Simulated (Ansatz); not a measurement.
Basis-set series for AlFH5NOSi, SMILES `[NH2][Al]([F])[O][SiH3]`. Total charge 0; spin multiplicity 1. The geometry is a stationary point of PBE0-D4/def2-TZVP. It is one conformer, not always the lowest.

| functional | basis | functions | energy (Eh) | HOMO (eV) | LUMO (eV) |
| --- | --- | --- | --- | --- | --- |
| PBE0-D4 | def2-TZVPP | 247 | -764.61622 | -7.79 | -0.60 |
| PBE0-D4 | def2-QZVPP | 461 | -764.64905 | -7.84 | -0.78 |
| ωB97M-V | def2-TZVPP | 247 | -764.98796 | -10.20 | 0.96 |
| ωB97M-V | def2-QZVPP | 461 | -765.01842 | -10.25 | 0.60 |

(1) Give the rows for def2-SVP. (An estimate is asked.)

## Answers

(1) Computed: 
```tsv
functional	basis	functions	energy (Eh)	HOMO (eV)	LUMO (eV)
PBE0-D4	def2-SVP	103	-764.12933	-7.54	-0.27
ωB97M-V	def2-SVP	103	-764.49445	-9.93	1.34
```

Positive LUMOs are unbound and depend on the basis.
